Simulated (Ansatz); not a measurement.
Consider the redistribution: `O[Si]1(O)CO1` + `[F][Ge][SH]` → `O[Si]1(S)CO1` + `[OH][Ge][F]`.

Gas-phase electronic energies from Ansatz, PBE0-D4/def2-TZVP geometries. CCSD(T)/CBS is the MP2 limit (def2-TZVPP, def2-QZVPP) plus CCSD(T) − MP2 in def2-TZVPP, frozen cores. DFT in def2-TZVPP. B3LYP here is the variant with VWN-RPA as its local correlation; programs differ in this. For Ge outer-core shells are correlated without core-valence functions, which leaves a few kJ/mol of doubt a bond. Scalar relativity is left out up to krypton. Each species was taken in one conformer, which may not be the lowest.

```tsv
level	ΔE (eV)
r2SCAN-D4	0.44
PBE0-D4	0.41
B3LYP-D4	0.44
ωB97M-V	0.38
PBE	0.38
B3LYP	0.46
MP2/def2-TZVPP	0.37
MP2/CBS(def2)	0.38
```

(1) What does CCSD(T)/CBS give? (Estimate.)

Largest T1 diagnostic among the species: 0.015.

## Answers

(1) The calculation gave: +0.42 eV. The listed levels differ from it by 0.02, -0.01, 0.02, -0.04, -0.04, 0.04, -0.05, -0.04 eV.

From PBE to PBE0 (25 % exact exchange), in def2-TZVPP and without D4, ΔE moves by +0.04 eV. In def2-TZVPP, CCSD(T) changes the Hartree–Fock value by −0.13 eV (the triples alone add −0.02 eV) and MP2 by −0.17 eV.
